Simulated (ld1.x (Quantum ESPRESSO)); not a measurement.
What one change does to a pseudopotential (Ag, PAW)

```json
{
  "Element": "Ag",
  "Generator": "ld1.x (Quantum ESPRESSO) 7.5",
  "Type": "PAW",
  "Functional": "LDA (PZ)",
  "Relativity": "scalar-relativistic",
  "Frozen core": "[Ar] 3d10",
  "Valence charge": "19",
  "Reference configuration": "4s2 4p6 4d8 5s0 5p0 (charge +3)",
  "Partial waves": "4s (bound): rcut 1.35, rcutus 1.60 bohr; 5s (bound, empty): rcut 1.35, rcutus 1.60 bohr; 4p (bound): rcut 1.60, rcutus 1.90 bohr; 5p (bound, empty): rcut 1.60, rcutus 1.90 bohr; 4d (bound): rcut 1.20, rcutus 1.40 bohr; 4d channel at -1.15 Ry: rcut 1.20, rcutus 1.40 bohr",
  "Local potential": "all-electron potential smoothed inside 1.05 bohr (lloc = -1)",
  "Core correction": "a·sin(br)/r model core inside 1.20 bohr",
  "Augmentation charge": "BESSEL, radius 1.20 bohr"
}
```

All-electron outer shells of the reference configuration (LDA (PZ), scalar-relativistic, ld1.x):

```
shell  level (eV)  outermost node (bohr)  outermost maximum (bohr)
   3d     -398.46                      –                      0.27
   4s     -133.71                   0.44                      0.82
   4p      -96.92                   0.44                      0.87
   4d      -43.97                   0.43                      1.01
   5s      -31.75                   1.08                      2.09
   5p      -23.83                   1.19                      2.40
```

Change: all radii but the core radius scaled by about 0.80 (s 1.28, p 1.52, d 1.12 bohr, rcut 1.08/1.28/0.96); local potential all-electron potential smoothed inside 0.84 bohr (lloc = -1); augmentation BESSEL, radius 0.96 bohr.

Cutoffs: the cutoffs (Ry, on a coarse ladder) from which the occupation-weighted sum of valence levels, in a spherical-Bessel basis at the reference potential, stays within 10 and 1 mRy of its value at 400 Ry; they do not see the model core or the augmentation charge, which bear on the density cutoff. Errors are all-electron minus pseudo energies relative to the spin-unpolarised reference configuration.

Problem. What does the change do?

Solution. A bound ghost appears in s, which as a rule spoils a file; the number of tests with a reliable result goes from 9 to 2 (the test run of the changed file stopped, so its transferability is not established).

| quantity | base | changed |
| --- | --- | --- |
| cutoffs, loose and tight | 55 Ry, 100 Ry | not determined |
| bound ghosts | none | s (p not tested, overlap not positive) |
| tests with a reliable result | 9 of 9 | 2 of 9 (the test run stopped) |
| error for 4s2 4p6 4d10 5s1 5p0, meV [ΔE -66.92 eV] | +12 | +83 |
| error for 4s2 4p6 4d10 5s0 5p0, meV [ΔE -58.82 eV] | +8.7 | +84 |
| lowest overlap eigenvalue by channel | s 0.06, p 0.69, d 0.95 | s 0.13, p -0.14, d 0.95 |

Changed file: the overlap operator is not positive definite in a basis up to 400 Ry (lowest eigenvalue p -0.14), so the file is unfit for use: the generalised eigenproblem breaks down once the basis is large enough, and its test numbers describe a broken file. A true bound ghost makes a file unfit for plane-wave use even where its test errors are small: the radial tests pick states by their node count and pass the ghost by.
